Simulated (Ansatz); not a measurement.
Reaction (cleavage of the Si–Si bond): `CN[SiH]([SiH3])Cl` + `C[N](C)[Y]([OH])[OH]` → `C[N](C)[Y]([OH])[O][SiH3]` + `CN[SiH2]Cl`

Computed with Ansatz on PBE0-D4/def2-TZVP structures; ΔE is electronic, products minus reactants. CBS: MP2 limit from def2 TZ/QZ plus the TZ coupled-cluster correction, frozen cores. DFT in def2-TZVPP. Elements past krypton have def2 core potentials. For Y outer-core shells are correlated without core-valence functions, which leaves a few kJ/mol of doubt a bond. One conformer a species, not always the lowest.

```tsv
level	ΔE (kJ/mol)
revPBE-D4	-90.0
r2SCAN-D4	-111.4
r2SCAN0-D4	-115.0
BHLYP-D4	-125.5
BLYP	-114.4
CAM-B3LYP	-124.4
CCSD(T)/def2-SVP	-114.9
CCSD/def2-TZVPP	-123.9
```

Problem. What does CCSD(T)/CBS give? (Best estimate.)

Solution. Ansatz gave: -117.4 kJ/mol. The listed levels differ from it by 27.4, 6.0, 2.4, -8.1, 3.0, -7.0, 2.5, -6.5 kJ/mol.

Largest T1 diagnostic among the species: 0.014.

From r2SCAN to r2SCAN0 (25 % exact exchange), in def2-TZVPP and without D4, ΔE moves by −3.9 kJ/mol. In def2-TZVPP, CCSD(T) changes the Hartree–Fock value by +29.5 kJ/mol (the triples alone add +3.9 kJ/mol) and MP2 by +24.0 kJ/mol.
